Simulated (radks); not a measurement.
Question: Species: the silicon ion Si+. Configuration: [Ne] 3s2 4f1 (not the ground configuration). Method: scalar-relativistic Kohn-Sham, BLYP, spin-polarised, spherical densities, point nucleus; open shells are filled with parallel spins first; computed with a radial shooting solver on a logarithmic mesh with Libxc functionals. Some entries of the table are withheld. Estimate them.

orbital  occ.  eigenvalue (hartree)  <r^2> (bohr^2)  <r> (bohr)
1s up       1                   (1)         0.01668      0.1113
1s down     1                   (2)         0.01668      0.1113
2s up       1              -5.77341          0.3854         (3)
2s down     1              -5.77340          0.3854         (4)
2p up       3              -4.16789          0.3630      0.5363
2p down     3              -4.16788          0.3630      0.5363
3s up       1              -0.91788           4.361       1.949
3s down     1              -0.91772           4.379       1.952
4f up       1              -0.08992             (5)       8.610

Answer: 
(1) 1s up eigenvalue (hartree): -66.35572
(2) 1s down eigenvalue (hartree): -66.35571
(3) 2s up <r> (bohr): 0.5678
(4) 2s down <r> (bohr): 0.5678
(5) 4f up <r^2> (bohr^2): 81.97
